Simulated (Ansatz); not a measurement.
Compare A (`[SiH3]OC1=CS1`) with its isomer B (`OC1=C[SiH]1S`).

Computed with Ansatz on PBE0-D4/def2-TZVP structures; ΔE is electronic, products minus reactants. CCSD(T)/CBS adds triple-zeta CCSD(T) − MP2 to the extrapolated MP2 energy (def2 sets, frozen cores). DFT in def2-TZVPP. B3LYP here is the variant with VWN-RPA as its local correlation; programs differ in this. Each species was taken in one conformer, which may not be the lowest.

Q: Which is lower in electronic energy at CCSD(T)/CBS, and by how much? (Best estimate.)

A: Computed: B, by 107.4 kJ/mol.

Q: Give E(B) − E(A) in kJ/mol with r2SCAN-D4, CCSD/def2-TZVPP, ωB97M-V, B3LYP, CCSD(T)/def2-TZVPP, MP2/def2-TZVPP, PBE-D4. (Estimate.)

A: Ansatz gave: r2SCAN-D4 -118.9, CCSD/def2-TZVPP -108.7, ωB97M-V -112.4, B3LYP -101.7, CCSD(T)/def2-TZVPP -106.8, MP2/def2-TZVPP -104.8, PBE-D4 -117.6. None reverses the order clearly.

Largest T1 diagnostic: 0.013.

From PBE to PBE0 (25 % exact exchange), in def2-TZVPP and without D4, E(B) − E(A) moves by −4.9 kJ/mol.
